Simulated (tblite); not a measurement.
Record of a relaxation.

C14H13B.
SMILES with atom numbers: `[CH3:1][C:2]1=[CH:3][C:4]2=[CH:5][CH:6]=[CH:7][C:8]3=[CH:9][CH:10]=[C:11]([CH3:12])[C:13](=[CH:14]1)[B:15]23` (hydrogens: H16, H17, H18 on C1; H19 on C3; H20 on C5; H21 on C6; H22 on C7; H23 on C9; H24 on C10; H25, H26, H27 on C12; H28 on C14)

Computed with GFN2-xTB (tblite), gas phase: L-BFGS steps from a force-field or distance-geometry start until the largest atomic force falls under 0.01 eV/Å. 4 of its 102 geometries are shown.

Step 0: E = -1027.2216 eV, largest atomic force 2.606 eV/Å
```
atom  x, y, z in Å  |  force x, y, z in eV/Å
C1      3.320   -0.730    1.855   -0.012   0.404   0.239
C2      1.996   -0.652    1.118   -0.311   1.038   0.081
C3      1.386   -1.814    0.773   -1.596   0.574  -0.919
C4      0.066   -1.790    0.074    1.490   0.816   0.851
C5     -0.629   -2.891   -0.276   -1.894  -0.300  -1.068
C6     -1.972   -2.785   -0.957    1.778   0.492   0.949
C7     -2.562   -1.595   -1.223    0.702   0.749   0.411
C8     -1.905   -0.313   -0.854    0.123  -2.343  -0.156
C9     -2.436    0.898   -1.041    0.302   2.559   0.391
C10    -1.726    2.148   -0.617   -0.423  -1.910  -0.399
C11    -0.503    2.139   -0.021    0.340  -0.402   0.290
C12     0.140    3.439    0.379    0.229   0.413   0.016
C13     0.191    0.848    0.267   -1.189   0.698  -0.777
C14     1.386    0.695    0.879    0.892  -1.263   0.434
B15    -0.534   -0.411   -0.205    0.089  -0.225   0.207
H16     3.123   -0.914    2.946    0.306   0.142  -0.956
H17     3.874    0.228    1.751   -0.289  -0.664   0.153
H18     3.942   -1.550    1.447   -0.360   0.469   0.356
H19     1.837   -2.763    0.998    0.127  -0.171   0.028
H20    -0.218   -3.872   -0.080   -0.243  -0.214  -0.090
H21    -2.479   -3.693   -1.226    0.069  -0.254   0.021
H22    -3.534   -1.584   -1.697   -0.003   0.109  -0.020
H23    -3.411    1.004   -1.487   -0.216   0.276  -0.103
H24    -2.228    3.084   -0.814   -0.007  -0.053  -0.008
H25     1.138    3.535   -0.108   -0.642  -0.032   0.395
H26    -0.476    4.319    0.083    0.420  -0.692   0.182
H27     0.276    3.476    1.480    0.005  -0.013  -0.624
H28     1.916    1.572    1.232    0.313  -0.202   0.117
```

Step 34: E = -1027.7723 eV, largest atomic force 0.013 eV/Å
```
atom  x, y, z in Å  |  force x, y, z in eV/Å
C1      3.279   -0.675    1.839   -0.005  -0.003  -0.005
C2      1.954   -0.612    1.126   -0.004   0.008  -0.005
C3      1.331   -1.782    0.750   -0.002  -0.001   0.005
C4      0.063   -1.767    0.105    0.011   0.006   0.003
C5     -0.654   -2.885   -0.299    0.000  -0.001   0.000
C6     -1.913   -2.765   -0.928    0.005   0.002   0.001
C7     -2.530   -1.564   -1.192    0.004   0.010   0.000
C8     -1.907   -0.338   -0.828    0.010  -0.002   0.008
C9     -2.423    0.934   -1.030   -0.002   0.005  -0.007
C10    -1.720    2.087   -0.625   -0.011  -0.007   0.003
C11    -0.487    2.088   -0.001    0.005  -0.008  -0.008
C12     0.152    3.385    0.382   -0.001  -0.002   0.001
C13     0.159    0.835    0.270   -0.006   0.003  -0.001
C14     1.386    0.667    0.893    0.000   0.001   0.005
B15    -0.562   -0.420   -0.155    0.009   0.003   0.008
H16     3.123   -0.837    2.906    0.006   0.005   0.001
H17     3.836    0.252    1.718    0.002  -0.008  -0.007
H18     3.886   -1.496    1.462   -0.001  -0.009   0.004
H19     1.827   -2.725    0.959   -0.002  -0.006  -0.001
H20    -0.267   -3.887   -0.140    0.003  -0.004  -0.001
H21    -2.415   -3.680   -1.215   -0.001   0.000  -0.003
H22    -3.499   -1.563   -1.679   -0.004  -0.006   0.000
H23    -3.388    1.079   -1.508   -0.006   0.006  -0.003
H24    -2.191    3.043   -0.818    0.003  -0.001  -0.002
H25     1.129    3.479   -0.092    0.003   0.003  -0.003
H26    -0.461    4.233    0.086   -0.006   0.002  -0.002
H27     0.302    3.425    1.461    0.004   0.004   0.009
H28     1.969    1.518    1.231   -0.010   0.000   0.001
```

Step 67: E = -1027.7768 eV, largest atomic force 0.051 eV/Å
```
atom  x, y, z in Å  |  force x, y, z in eV/Å
C1      3.289   -0.671    1.819    0.031   0.000   0.019
C2      1.943   -0.627    1.147    0.012   0.019  -0.011
C3      1.328   -1.794    0.757   -0.013   0.008   0.009
C4      0.051   -1.775    0.127    0.000   0.015  -0.016
C5     -0.648   -2.887   -0.318   -0.006   0.003   0.005
C6     -1.908   -2.764   -0.950    0.018   0.002  -0.008
C7     -2.526   -1.562   -1.197   -0.007  -0.001  -0.009
C8     -1.911   -0.339   -0.808   -0.015  -0.014  -0.007
C9     -2.417    0.932   -1.032    0.008   0.009   0.002
C10    -1.720    2.084   -0.611   -0.009   0.001  -0.001
C11    -0.501    2.086    0.035    0.004  -0.002   0.003
C12     0.144    3.390    0.390    0.005  -0.012   0.002
C13     0.138    0.831    0.325   -0.002   0.004  -0.030
C14     1.360    0.655    0.950    0.004   0.007  -0.003
B15    -0.580   -0.426   -0.108   -0.018   0.006  -0.006
H16     3.182   -0.528    2.897    0.002  -0.011  -0.039
H17     3.940    0.120    1.444   -0.036  -0.036   0.005
H18     3.777   -1.629    1.648   -0.008   0.020   0.032
H19     1.832   -2.739    0.933    0.012   0.009   0.005
H20    -0.246   -3.889   -0.196   -0.003   0.010   0.012
H21    -2.403   -3.676   -1.259    0.016   0.013   0.001
H22    -3.490   -1.553   -1.694   -0.019  -0.017   0.002
H23    -3.359    1.082   -1.553    0.007  -0.009   0.021
H24    -2.180    3.041   -0.826   -0.004   0.003  -0.002
H25     1.097    3.490   -0.131    0.005  -0.005   0.018
H26    -0.489    4.231    0.113    0.007  -0.015   0.009
H27     0.341    3.441    1.460    0.005  -0.015  -0.007
H28     1.935    1.501    1.315    0.008   0.010  -0.003
```

Step 101: E = -1027.7834 eV, largest atomic force 0.010 eV/Å
```
atom  x, y, z in Å  |  force x, y, z in eV/Å
C1      3.280   -0.663    1.832    0.004  -0.002   0.003
C2      1.948   -0.626    1.134    0.002   0.001   0.010
C3      1.334   -1.792    0.744    0.000   0.003   0.000
C4      0.068   -1.773    0.091   -0.005  -0.003   0.004
C5     -0.639   -2.885   -0.337   -0.004   0.001   0.000
C6     -1.900   -2.763   -0.967    0.000   0.000  -0.005
C7     -2.523   -1.564   -1.215    0.002  -0.001   0.002
C8     -1.905   -0.339   -0.834   -0.001  -0.003   0.002
C9     -2.426    0.932   -1.020    0.000  -0.003   0.002
C10    -1.727    2.084   -0.598   -0.006   0.001  -0.001
C11    -0.498    2.085    0.026   -0.001   0.001  -0.001
C12     0.143    3.381    0.413    0.001   0.001   0.000
C13     0.152    0.830    0.288   -0.001  -0.001   0.001
C14     1.372    0.657    0.917    0.008  -0.002  -0.006
B15    -0.562   -0.424   -0.155    0.002  -0.002  -0.001
H16     3.196   -0.248    2.837   -0.001  -0.002  -0.003
H17     4.016   -0.070    1.289   -0.007  -0.007  -0.003
H18     3.651   -1.682    1.913    0.003   0.003   0.001
H19     1.827   -2.738    0.946   -0.002   0.003  -0.005
H20    -0.244   -3.888   -0.200   -0.003   0.004   0.003
H21    -2.396   -3.677   -1.268    0.005   0.002  -0.004
H22    -3.492   -1.562   -1.703    0.004   0.001   0.005
H23    -3.391    1.081   -1.497    0.004   0.000  -0.003
H24    -2.201    3.040   -0.786   -0.003   0.004   0.000
H25     1.096    3.497   -0.103    0.000   0.000  -0.002
H26    -0.492    4.227    0.163    0.001   0.001   0.000
H27     0.343    3.400    1.485   -0.007   0.000   0.001
H28     1.948    1.504    1.280    0.003  -0.002  -0.001
```

**Question.** Summarise the path.

**Answer.** The energy falls by 0.5619 eV from step 0 to step 101; nine tenths of that is first reached at step 4. It falls at every step. The largest force goes from 2.606 to 0.010 eV/Å. Among the bonds C5–C6 changes most, from 1.509 to 1.416 Å; the atoms move by 0.210 Å rms after alignment.

**Question.** Follow the three bonds and two angles with the largest change from start to end.

**Answer.** 
```
step  E above end (eV)  largest force (eV/Å)  C5–C6 (Å)  C9–C10 (Å)  C2–C14 (Å)  C2–C14–H28 (°)  C11–C10–H24 (°)
   0            0.5619                 2.606      1.509       1.498       1.498           118.5            120.2
   4            0.0517                 0.294      1.410       1.409       1.421           117.2            117.4
   9            0.0175                 0.081      1.412       1.410       1.421           116.0            118.0
  13            0.0147                 0.036      1.411       1.407       1.417           116.3            118.0
  18            0.0134                 0.032      1.411       1.407       1.418           116.2            117.5
  22            0.0125                 0.041      1.411       1.407       1.416           116.4            117.7
  26            0.0115                 0.024      1.412       1.409       1.418           116.4            117.8
  31            0.0112                 0.013      1.413       1.409       1.418           116.2            117.9
  35            0.0110                 0.013      1.413       1.409       1.418           116.1            117.8
  40            0.0107                 0.023      1.413       1.410       1.418           116.2            117.8
  44            0.0103                 0.029      1.412       1.410       1.419           116.3            117.9
  48            0.0097                 0.021      1.412       1.409       1.418           116.2            118.0
  53            0.0092                 0.015      1.413       1.410       1.419           116.2            117.7
  57            0.0087                 0.035      1.413       1.409       1.420           116.2            117.8
  61            0.0080                 0.031      1.414       1.411       1.421           116.0            117.9
  66            0.0070                 0.035      1.414       1.410       1.422           115.9            117.9
  70            0.0056                 0.097      1.414       1.410       1.422           116.0            117.7
  75            0.0039                 0.030      1.416       1.412       1.423           116.0            117.7
  79            0.0023                 0.033      1.415       1.412       1.422           115.9            118.0
  83            0.0015                 0.025      1.415       1.412       1.423           115.9            117.8
  88            0.0010                 0.022      1.415       1.412       1.423           115.9            118.0
  92            0.0005                 0.022      1.415       1.412       1.423           116.0            117.9
  97            0.0001                 0.014      1.415       1.412       1.423           115.9            117.9
 101            0.0000                 0.010      1.416       1.412       1.423           115.9            117.9
```

The cost below is that of the whole relaxation. Hardware: an Intel Xeon Platinum 8488C with one thread, no GPU, on a shared host. Cost: 1.8 s of wall time.
